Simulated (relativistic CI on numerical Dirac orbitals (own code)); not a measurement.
Computed by Dirac-Coulomb-Breit CI, separate exchange-only KLI orbitals for each configuration, a model potential for QED, unscaled Slater integrals (own radial code, finite nucleus).

Configuration list (outside the closed core [Ne]): 3s²3p⁶3d⁸, 3s²3p⁵3d⁹, 3s²3p⁴3d¹⁰, 3s3p⁶3d⁹, 3s²3p⁶3d⁷4s, 3p⁶3d¹⁰, 3s²3p⁶3d⁷4p, 3s3p⁵3d¹⁰, 3s²3p⁶3d⁷4d, 3s²3p⁶3d⁶4s², 3s²3p⁶3d⁷4f, 3s²3p⁶3d⁶4s4p, 3s²3p⁵3d⁸4s, 3s²3p⁶3d⁷5s, 3s²3p⁶3d⁶4p², 3s²3p⁶3d⁷5p, 3s²3p⁶3d⁶4s4d, 3s²3p⁴3d⁹4s, 3s²3p⁵3d⁸4p, 3s²3p⁶3d⁷5d, 3s²3p⁶3d⁶4p4d, 3s²3p⁴3d⁹4p, 3s²3p⁶3d⁷5f, 3s²3p⁶3d⁷5g, 3s²3p⁵3d⁷4s², 3s²3p⁶3d⁷6s, 3s²3p⁶3d⁷6p, 3s²3p⁶3d⁶4d², 3s²3p⁵3d⁸4d, 3s²3p⁴3d⁹4d, 3s²3p⁶3d⁷6d, 3s3p⁵3d⁹4s, 3s3p⁶3d⁸4s, 3s²3p⁵3d⁷4s4p, 3s3p⁵3d⁹4p, 3s3p⁶3d⁸4p. Levels of other configurations are missing.

At this charge energies of transitions that change n are usually good to better than 1 %, and those within a shell (Δn = 0) to a few per cent. Terms inside the open d or f shell come out 10 to 20 % too wide with unscaled integrals.

Outline of the computed level scheme of Zr XV. Lowest level of each configuration: 3s²3p⁶3d⁸ ³F4 at 0.000 eV; 3s²3p⁵3d⁹ ³F°4 at 144.516 eV; 3s²3p⁶3d⁷4s ⁵F5 at 198.779 eV.

Some strong electric-dipole decays among the lowest 45 levels: 3s²3p⁵3d⁹ ¹F°3 → 3s²3p⁶3d⁸ ¹G4 (7.6e+11 s⁻¹); 3s²3p⁵3d⁹ ³D°1 → 3s²3p⁶3d⁸ ³F2 (4.0e+11 s⁻¹); 3s²3p⁵3d⁹ ³D°3 → 3s²3p⁶3d⁸ ³F4 (3.2e+11 s⁻¹); 3s²3p⁵3d⁹ ³P°0 → 3s²3p⁶3d⁸ ³P1 (3.0e+11 s⁻¹); 3s²3p⁵3d⁹ ³D°2 → 3s²3p⁶3d⁸ ³F3 (2.3e+11 s⁻¹); 3s²3p⁵3d⁹ ³P°2 → 3s²3p⁶3d⁸ ³F3 (2.1e+11 s⁻¹); 3s²3p⁵3d⁹ ³P°1 → 3s²3p⁶3d⁸ ³P2 (1.5e+11 s⁻¹); 3s²3p⁵3d⁹ ¹P°1 → 3s²3p⁶3d⁸ ³P2 (1.4e+11 s⁻¹).

LS names give the leading component of a level, which can be under half, so a name can repeat, a term be missing and a line seem to break the LS rules.
